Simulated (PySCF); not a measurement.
# Calculated NMR parameters of C#C[BH-]1[NH2+][BH2-][NH2+]1

```
Formula                               : C2H8B2N2
SMILES                                : C#C[BH-]1[NH2+][BH2-][NH2+]1
Point group of the computed structure : Cs
Carbon signals                        : 2
Proton signals                        : 6
```

Atom-mapped SMILES (the numbers label the heavy atoms): `[CH:1]#[C:2][BH-:3]1[NH2+:4][BH2-:5][NH2+:6]1`. Hydrogens are named by the atom that carries them. Ha(N4), Ha(B5), Ha(N6) are cis to C2 on the ring; Hb(N4), Hb(B5), Hb(N6) are trans to C2 on the ring.

PySCF 2.14.0 with density-fitted response routines calculation with geometry: PBE0-D3(BJ)/def2-SVP, B3LYP/pcJ-1 coupling constants (spin–dipole term only in couplings to heteroatoms) and KT3/pcSseg-2 with gauge-including orbitals; a single conformation, no solvent model, relativity neglected, fast rotation and ring inversion assumed for equivalent nuclei.

Referencing at the same level of theory: TMS for 1H (σ = 31.35 ppm) and 13C (σ = 181.31 ppm); 11B (σ = 98.64 ppm) vs BF3·OEt2; 15N (σ = 258.71 ppm) vs NH3.

```tsv
carbon	δC, type	δH (multiplicity, J in Hz)	HMBC from (abs. J ≥ 3 Hz)	span of the C tensor (ppm)
C1	83.5, CH	2.40 (s)	H(B3)	197
C2	92.2, C	–	H(B3), H(C1)	302
```

Other nuclei:
```
        atoms  nucleus                                                 environment  δ (ppm)  σ (ppm)
        H(B3)       1H  hydrogen on a boron bonded to C, 2 N, in a 4-membered ring     3.63    27.72
       Hb(B5)       1H     hydrogen on a boron bonded to 2 N, in a 4-membered ring     3.31    28.04
       Ha(B5)       1H     hydrogen on a boron bonded to 2 N, in a 4-membered ring     3.25    28.10
Hb(N4)/Hb(N6)       1H              hydrogen on a donor nitrogen of a Lewis adduct     1.94    29.42
Ha(N4)/Ha(N6)       1H              hydrogen on a donor nitrogen of a Lewis adduct     1.74    29.62
           B5      11B              boron bonded to 2 N, 2 H, in a 4-membered ring    -11.5    110.2
           B3      11B             boron bonded to C, 2 N, H, in a 4-membered ring    -14.1    112.8
        N4/N6      15N                            donor nitrogen of a Lewis adduct     36.5    222.2
```

Selected couplings (Hz, signed; the shortest-range and largest first, 30 at most; isotopes 13C, 1H, 11B, 15N): 1J(C1,H(C1)) 257.6, 1J(C1,C2) 155.0, 1J(B5,Ha(B5)) 123.7, 1J(B5,Hb(B5)) 120.9, 1J(B3,H(B3)) 120.1, 1J(C2,B3) 91.3, 1J(B3,N4) -8.7, 1J(N4,B5) -7.6, 2J(C1,B3) 18.6, 2J(Hb(B5),Ha(B5)) -6.8, 2J(B3,B5) -3.6, 2J(N4,Hb(B5)) -1.1, 2J(N4,Ha(B5)) -1.0, 2J(N4,H(B3)) -1.0, 3J(B3,H(C1)) 3.8, 3J(C1,N4) -1.1, 4J(H(C1),H(B3)) -2.7.

- δC 92.2: alkyne carbon; the triple bond shields along its axis, which puts it between sp3 and sp2 carbons.
- δC 83.5: terminal alkyne carbon; sp carbons lie upfield of alkene carbons because the cylindrical π system leaves one tensor component strongly shielded.
- δH 3.31, 3.25: hydrogen on a boron bonded to 2 N, in a 4-membered ring.
- δH 2.40: hydrogen on a terminal alkyne carbon; it lies on the axis of the triple bond, in its shielding cone.
- δH 1.94, 1.74: hydrogen on a donor nitrogen of a Lewis adduct; exchangeable; this is the value without hydrogen bonding to other molecules.
- The protons at 3.31 and 3.25 share a coupling of 6.8 Hz (geminal).

Exchangeable OH/NH protons stand at their gas-phase positions; hydrogen bonding in a real sample shifts them, mostly to higher δ. Hydrogens on boron are broadened and split by 11B (spin 3/2, 80 %) and 10B (spin 3). A carbon bonded to boron is broadened by the quadrupolar boron nucleus and is often missing from a measured spectrum. Shifts are as computed, not scaled to solution data. Of 1211 compounds with measured shifts, 218 miss one by over three times the rms of a fit or turn the order of signals round; such compounds aren't used in these exercises. Couplings to exchangeable protons are dropped. Experimental scales use liquid or dissolved standards, which lie at an offset from isolated NH3 (liquid NH3: subtract about 20 ppm).
